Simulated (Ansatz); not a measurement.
The cluster Pd₄H₃, relaxed as a doublet with UKS B3LYP-D4/def2-SVP in Ansatz, starting from the GFN1-xTB geometry. Force threshold 0.02 eV/Å.

In the def2 sets Pd takes a core potential; there is no spin–orbit coupling. The structure comes from a short search, and lower isomers may exist.

Start:

Cartesian coordinates in Å:
```
Pd -1.052 1.425 -1.670
Pd 1.033 0.724 -0.554
Pd -1.028 -0.371 0.162
Pd 1.243 -0.964 1.361
H 2.252 0.148 0.287
H -2.055 0.359 -0.892
H -0.394 -1.322 1.305
```

```
         step  energy (eV)  largest force component (eV/Å)  SCF passes
            1  -13973.1479                           1.597          41
            2  -13973.5929                           0.606          54
 3 (rejected)  -13973.4754                           0.858          57
            4  -13973.6355                           0.354          48
            5  -13973.6620                           0.226          49
            6  -13973.6904                           0.105          55
            7  -13973.7082                           0.117          48
            8  -13973.7391                           0.158          54
            9  -13973.7739                           0.247          58
10 (rejected)  -13973.7718                           0.517          67
           11  -13973.8108                           0.201          71
           12  -13973.8420                           0.525          70
           13  -13973.9220                           0.427          61
           14  -13973.9991                           0.323          49
           15  -13974.0616                           0.283          49
           16  -13974.0937                           0.216          43
           17  -13974.1143                           0.161          42
18 (rejected)  -13974.1073                           0.505          41
           19  -13974.1191                           0.364          41
           20  -13974.1329                           0.197          43
21 (rejected)  -13974.1108                           0.080          43
22 (rejected)  -13974.1099                           0.350          43
           23  -13974.1348                           0.152          42
           24  -13974.1356                           0.073          43
           25  -13974.1361                           0.015          42
```

Force components are those of the run's own axes.

End:

```xyz
7

Pd   -0.8298    1.2264   -1.9835
Pd    0.9486    1.4267   -0.0841
Pd   -0.8805   -0.5236    0.1944
Pd    1.5999   -1.0065    1.3813
H     1.0730   -0.3268   -0.0490
H    -1.8628    0.4960   -0.9274
H    -0.0483   -1.2922    1.4683
```

Bonds formed: Pd3–H5 (atoms count from 1).

No frequencies were taken in this run, so the end may be a saddle point.

It took 4.4 min on 4 threads of Intel Xeon Platinum 8259CL on a shared host, peak host memory 0.6 GiB.
